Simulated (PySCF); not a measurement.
**Polarisability and C₆ of Cu (copper, neutral)**

[Ar] 3d9 4s2, 2D determinant (an excited configuration). Computed with PySCF 2.14 in aug-cc-pwCVTZ-PP with ECP10MDF, with scalar relativity through the core potential. Coupled (time-dependent) response in atomic units; α is the mean over directions.

```csv
method,mean α (bohr³),"α xx, yy, zz",C₆ (like pair),S(−4)
MN15,45.61,"45.90, 45.90, 45.01",355.8,1035
```

S(−4) is the Cauchy moment in α(ω) = α(0) + S(−4) ω² + …

α(iu) at MN15:

```
u (hartree)  α(iu) (bohr³)
          0          45.61
     0.0500          43.17
      0.100          37.32
      0.200          24.77
      0.300          16.48
      0.500          8.707
      0.750          5.080
       1.00          3.494
       1.50          2.093
       2.00          1.452
       3.00         0.8481
       5.00         0.4089
```

A single London oscillator, α(iu) = α/(1 + u²/ω²), gives C₆ = (3/4) ω α². Matching the computed C₆ needs ω = 4 × 355.8 / (3 × 45.61²) = 0.228 hartree.

The components differ because the open shell of this determinant is not spherical; for a pure term their mean is the scalar polarisability.

Energies and moments cover only the electrons outside the core potential.
